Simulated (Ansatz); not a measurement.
Al2O6H6, relaxed as a singlet with RKS r2SCAN-D4/def2-SVP in Ansatz, starting from the GFN2-xTB geometry. Force threshold 0.02 eV/Å.

The structure holds one bond between oxygen atoms, so isomers without such links may lie far lower. Another isomer (singlet) lies 0.62 eV lower at PBE0-D4/def2-TZVP; other spin states weren't run for this one.

Start:

```tsv
atom	x (Å)	y (Å)	z (Å)
Al1	0.9426	-0.7241	0.9220
Al2	-0.6922	0.6594	-0.5767
O3	0.1378	-1.5123	2.1125
O4	-2.2182	0.6518	0.0239
O5	2.5131	-0.9408	0.4999
O6	0.4618	0.9966	0.7771
O7	-0.0550	1.4942	-1.9685
O8	-1.0954	0.6513	-2.5323
H9	0.7486	1.8104	1.1870
H10	3.4077	-1.1050	0.2540
H11	-3.1051	0.6379	0.3394
H12	-0.0251	-0.9188	-0.5068
H13	-0.3765	-1.9624	2.7608
H14	-0.6442	0.2619	-3.2922
```

```json
{"step": "1", "energy (eV)": "-25558.2383", "largest force component (eV/Å)": "1.421", "SCF passes": "21"}
{"step": "2", "energy (eV)": "-25558.4146", "largest force component (eV/Å)": "0.743", "SCF passes": "19"}
{"step": "3", "energy (eV)": "-25558.4885", "largest force component (eV/Å)": "0.684", "SCF passes": "20"}
{"step": "4", "energy (eV)": "-25558.5109", "largest force component (eV/Å)": "0.497", "SCF passes": "19"}
{"step": "5", "energy (eV)": "-25558.5270", "largest force component (eV/Å)": "0.316", "SCF passes": "19"}
{"step": "6", "energy (eV)": "-25558.5337", "largest force component (eV/Å)": "0.219", "SCF passes": "20"}
{"step": "7", "energy (eV)": "-25558.5395", "largest force component (eV/Å)": "0.153", "SCF passes": "20"}
{"step": "8", "energy (eV)": "-25558.5504", "largest force component (eV/Å)": "0.434", "SCF passes": "20"}
{"step": "9", "energy (eV)": "-25558.6270", "largest force component (eV/Å)": "0.978", "SCF passes": "27"}
{"step": "10 (rejected)", "energy (eV)": "-25558.5559", "largest force component (eV/Å)": "2.628", "SCF passes": "26"}
{"step": "11", "energy (eV)": "-25558.6882", "largest force component (eV/Å)": "0.679", "SCF passes": "20"}
{"step": "12", "energy (eV)": "-25558.7488", "largest force component (eV/Å)": "0.480", "SCF passes": "20"}
{"step": "13", "energy (eV)": "-25558.8071", "largest force component (eV/Å)": "0.288", "SCF passes": "19"}
{"step": "14 (rejected)", "energy (eV)": "-25558.7021", "largest force component (eV/Å)": "1.209", "SCF passes": "25"}
{"step": "15", "energy (eV)": "-25558.8293", "largest force component (eV/Å)": "0.231", "SCF passes": "20"}
{"step": "16", "energy (eV)": "-25558.8447", "largest force component (eV/Å)": "0.149", "SCF passes": "20"}
{"step": "17", "energy (eV)": "-25558.8604", "largest force component (eV/Å)": "0.189", "SCF passes": "20"}
{"step": "18", "energy (eV)": "-25558.8706", "largest force component (eV/Å)": "0.805", "SCF passes": "20"}
{"step": "19", "energy (eV)": "-25558.8860", "largest force component (eV/Å)": "0.427", "SCF passes": "20"}
{"step": "20 (rejected)", "energy (eV)": "-25558.8852", "largest force component (eV/Å)": "0.331", "SCF passes": "21"}
{"step": "21", "energy (eV)": "-25558.8883", "largest force component (eV/Å)": "0.312", "SCF passes": "21"}
{"step": "22", "energy (eV)": "-25558.8902", "largest force component (eV/Å)": "0.041", "SCF passes": "20"}
{"step": "23", "energy (eV)": "-25558.8907", "largest force component (eV/Å)": "0.035", "SCF passes": "21"}
{"step": "24", "energy (eV)": "-25558.8907", "largest force component (eV/Å)": "0.049", "SCF passes": "22"}
{"step": "25", "energy (eV)": "-25558.8910", "largest force component (eV/Å)": "0.014", "SCF passes": "22"}
```

Force components are those of the run's own axes.

End:

| atom | x (Å) | y (Å) | z (Å) |
| --- | --- | --- | --- |
| Al1 | 1.057 | -0.725 | 0.840 |
| Al2 | -0.816 | 0.718 | -0.505 |
| O3 | 0.658 | -1.735 | 2.153 |
| O4 | -2.366 | 0.827 | 0.202 |
| O5 | 2.645 | -0.767 | 0.226 |
| O6 | 0.391 | 0.982 | 0.865 |
| O7 | -0.267 | 1.614 | -1.938 |
| O8 | -1.158 | 0.548 | -2.530 |
| H9 | 0.534 | 1.728 | 1.459 |
| H10 | 3.283 | -1.440 | 0.476 |
| H11 | -3.167 | 0.909 | -0.323 |
| H12 | -0.089 | -0.849 | -0.473 |
| H13 | -0.195 | -1.836 | 2.580 |
| H14 | -0.510 | 0.025 | -3.032 |

By distances, no bond broke or formed. The bond that changes most is Al2–O4, from 1.64 to 1.71 Å (atoms count from 1).

No frequencies were taken in this run, so the end may be a saddle point.

Hardware: 4 threads of Intel Xeon Platinum 8259CL on a shared host. Wall time 74 s.
